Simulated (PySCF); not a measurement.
Rigid-rotor lines calculated for a species of formula C5H3FOS (commonest isotopes; PBE0-D3(BJ)/def2-TZVP geometry optimisation, gas phase in PySCF 2.14.0), labelled J(Ka,Kc):

```json
{"transition": "2(1,1) ← 1(1,0)", "MHz": "5276.5"}
{"transition": "2(0,2) ← 1(0,1)", "MHz": "4842.4"}
{"transition": "1(0,1) ← 0(0,0)", "MHz": "2443.7"}
{"transition": "1(1,1) ← 0(0,0)", "MHz": "4765.8"}
{"transition": "2(1,2) ← 1(1,1)", "MHz": "4498.2"}
```

Task: Find the rotational constants.

Result: 1(0,1) ← 0(0,0) is B + C, 2(1,1) ← 1(1,0) is 3B + C and 2(1,2) ← 1(1,1) is B + 3C, so B − C is half the difference of the last two, 389.2 MHz. 1(1,1) ← 0(0,0) is A + C. A = 3738.5, B = 1416.4, C = 1027.2 MHz.

Task: What moments of inertia, asymmetry and inertial defect follow?

Result: I = 505379 MHz·u·Å² over each constant: Ia = 135.18, Ib = 356.80, Ic = 491.97 u·Å²; κ = (2B − A − C)/(A − C) = -0.713 (asymmetric top); Δ = Ic − Ia − Ib = -0.01 u·Å².

Task: Which dipole components do these lines need?

Result: μa and μb (a-type: ΔKa even, ΔKc odd; b-type: both odd). The calculation gives |μa| = 3.95 D, |μb| = 1.67 D, |μc| = 0.00 D.

Task: Where do these fall, and of which type are they? 2(1,2) ← 1(0,1); 2(2,1) ← 2(1,2); 2(2,1) ← 1(1,0); 2(2,0) ← 2(1,1); 1(1,0) ← 1(1,1); 1(1,0) ← 1(0,1); 2(2,0) ← 1(1,1).

Result: 
| transition | MHz | type | branch |
| --- | --- | --- | --- |
| 1(1,0) ← 1(1,1) | 389 | a | Q |
| 1(1,0) ← 1(0,1) | 2711 | b | Q |
| 2(1,2) ← 1(0,1) | 6820 | b | R |
| 2(2,0) ← 2(1,1) | 7011 | b | Q |
| 2(2,1) ← 2(1,2) | 8134 | b | Q |
| 2(2,1) ← 1(1,0) | 12243 | b | R |
| 2(2,0) ← 1(1,1) | 12677 | b | R |

Task: Which structure gave them?

Result: `O=C(F)C1=CC=CS1`, point group Cs. Three constants can't fix a structure by themselves; this is the one that was computed:
```xyz
11
C5H3FOS angstrom
O      2.710    1.379   -0.485
C      2.074    0.384   -0.389
F      2.661   -0.823   -0.528
C      0.655    0.250   -0.123
C     -0.092   -0.896    0.004
C     -1.447   -0.625    0.263
C     -1.699    0.720    0.329
S     -0.307    1.655    0.076
H      0.336   -1.885   -0.090
H     -2.206   -1.383    0.397
H     -2.647    1.204    0.514
```

The values belong to one conformer (point group Cs) with, in the numbering `[O:1]=[C:2]([F:3])[c:4]1[cH:5][cH:6][cH:7][s:8]1`, O1–C2–C4–C5 -179°. No frequency check. These are rigid-rotor constants of the computed structure; measured ground-state constants (B0) also hold zero-point vibration.
